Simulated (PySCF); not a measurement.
B(F)(H)(iPr) (C3H8BF), SMILES CC(C)BF. Coordinates come from a B3LYP-D3(BJ)/def2-SVP optimisation. The structure was generated by enumeration, and PubChem lists no compound with its InChIKey, so it may never have been made. The values are those of a single conformer.

Computed equilibrium geometry at B3LYP-D3(BJ)/def2-SVP (PySCF confirms it by a frequency run) as Cartesian coordinates in Å (one conformer of several):
```xyz
13

B      0.4795    -0.5681     0.9132
F      0.2176     0.1607     1.9934
H      0.9237    -1.6787     1.1104
C      0.2677     0.0226    -0.5239
C     -0.5614     1.3123    -0.5704
C     -0.2300    -1.0362    -1.5230
H      1.3148     0.2721    -0.8150
H     -0.5750     1.7456    -1.5841
H     -1.6083     1.1176    -0.2830
H     -0.1702     2.0758     0.1193
H      0.3927    -1.9444    -1.5020
H     -0.2253    -0.6472    -2.5545
H     -1.2657    -1.3398    -1.2946
```
